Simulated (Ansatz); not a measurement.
Computed with Ansatz on PBE0-D4/def2-TZVP structures; ΔE is electronic, products minus reactants. CCSD(T)/CBS is the MP2 limit (def2-TZVPP, def2-QZVPP) plus CCSD(T) − MP2 in def2-TZVPP, frozen cores. This one scheme is used for every species. DFT in def2-TZVPP. For Br outer-core shells are correlated without core-valence functions, which leaves a few kJ/mol of doubt a bond. Scalar relativity is left out up to krypton. One conformer a species, not always the lowest.

Reaction (hydrogenolysis of a C–Si bond): `N=C(Br)[SiH2]O` + H₂ → `N=CBr` + `O[SiH3]`

| level | ΔE (kcal/mol) |
| --- | --- |
| LDA (SPW92) | 0.2 |
| CCSD/def2-SVP | -5.7 |
| MP2/def2-QZVPP | -0.2 |
| HF/CBS(def2) | -9.2 |

**Question.** What does CCSD(T)/CBS give? (An estimate is asked.)

**Answer.** The calculation gave: -1.2 kcal/mol. The listed levels differ from it by 1.4, -4.5, 1.0, -8.0 kcal/mol.

Largest T1 diagnostic among the species: 0.012.

From r2SCAN to r2SCAN0 (25 % exact exchange), in def2-TZVPP and without D4, ΔE moves by −1.6 kcal/mol. Leaving LDA and LC-ωPBE aside and taking each functional with its dispersion term where it has one, the values, not all of them listed here, spread over 4.2 kcal/mol, from B2PLYP to revPBE-D4. LDA lies +2.1 kcal/mol from PBE without D4. In def2-TZVPP, CCSD(T) changes the Hartree–Fock value by +7.0 kcal/mol (the triples alone add +1.6 kcal/mol) and MP2 by +8.4 kcal/mol.

CCSD(T)/CBS has its own doubt, a few kJ/mol and more with outer-core shells, so smaller differences from it don't rank the levels.
